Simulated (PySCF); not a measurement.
# Spin-Hamiltonian simulation

Molecule: `C12=CC=CC(F)=C1B(O)OC2`, C₇H₆BFO₂.

Geometry:
| atom | x (Å) | y (Å) | z (Å) |
| --- | --- | --- | --- |
| O1 | -2.526 | 1.977 | -0.293 |
| B2 | -1.816 | 0.860 | -0.029 |
| O3 | -2.435 | -0.277 | 0.423 |
| C4 | -1.504 | -1.313 | 0.642 |
| C5 | -0.148 | -0.769 | 0.282 |
| C6 | 1.095 | -1.397 | 0.321 |
| C7 | 2.216 | -0.662 | -0.069 |
| C8 | 2.106 | 0.666 | -0.492 |
| C9 | 0.850 | 1.257 | -0.519 |
| F10 | 0.732 | 2.527 | -0.924 |
| C11 | -0.288 | 0.561 | -0.135 |
| H12 | -1.961 | 2.692 | -0.603 |
| H13 | -1.548 | -1.632 | 1.699 |
| H14 | -1.771 | -2.190 | 0.026 |
| H15 | 1.200 | -2.434 | 0.647 |
| H16 | 3.204 | -1.130 | -0.047 |
| H17 | 2.981 | 1.242 | -0.799 |

Fast rotation and ring inversion assumed for equivalent nuclei, gas phase, single conformer, non-relativistic Hamiltonian. Spin–spin couplings from B3LYP/pcJ-1 (spin–dipole term only in couplings to heteroatoms); shieldings: GIAO PBE0/pcSseg-1; PBE0-D3(BJ)/def2-SVP structure; PySCF.

Chemical shifts δ = σref − σ; TMS for ¹H (σref 31.27), all at this level.

Shifts (ppm): F10 -110.1, H13/H14 5.06, H15 7.18, H16 7.55, H17 7.07.
Couplings (Hz): F10–H13, F10–H14: -0.6; F10–H15: 1.3; F10–H16: 5.2; F10–H17: 8.2; H13–H14: -19.1; H13–H15, H14–H15: -1.1; H13–H16, H14–H16: 0.3; H13–H17, H14–H17: -1.0; H15–H16: 8.4; H15–H17: 0.3; H16–H17: 9.1.

The 6-spin Hamiltonian (Zeeman plus full scalar coupling among like nuclei) was diagonalised exactly; lines are Lorentzian, 0.7 Hz wide, and the maxima above 3 % are listed with the tallest set to 100.

Question: Give the ¹H peak list of this spin system at 60 MHz.

Answer: 
δ in ppm (height): 7.760 (7), 7.674 (8), 7.618 (15), 7.533 (18), 7.475 (26), 7.390 (27), 7.258 (18), 7.244 (29), 7.232 (30), 7.218 (34), 7.203 (31), 7.190 (19), 7.137 (7), 7.118 (14), 7.093 (17), 7.070 (26), 7.056 (27), 7.044 (18), 6.939 (4), 6.924 (10), 6.909 (10), 6.895 (5), 5.065 (100), 5.056 (98)

Question: And at 400 MHz?

Answer: 
```
    Hz    ppm  height
3031.6  7.579      12
3026.4  7.566      13
3022.9  7.557      19
3017.7  7.544      19
3014.1  7.535      15
3008.9  7.522      15
2877.7  7.194      11
2876.7  7.192      26
2875.5  7.189      26
2874.5  7.186      11
2869.3  7.173      10
2868.2  7.171      23
2867.1  7.168      23
2866.1  7.165      10
2837.4  7.094      10
2836.6  7.091      17
2835.7  7.089      10
2828.4  7.071      26
2827.5  7.069      25
2820.2  7.050       9
2819.2  7.048      16
2818.4  7.046       9
2024.1  5.060     100
```

Question: Among coupled protons with different shifts, which pair is furthest from first order, and how does the field change that?

Answer: H15 and H16: Δν/J is about 2.6 at 60 MHz (strongly coupled) and 17.6 at 400 MHz (close to first order). J in Hz doesn't depend on the field, while Δν in Hz grows in proportion to it.

Exchangeable OH/NH protons stand at their gas-phase positions; hydrogen bonding in a real sample shifts them, mostly to higher δ. Unscaled 3J(H,H) at this level run about 10 % above measured values.
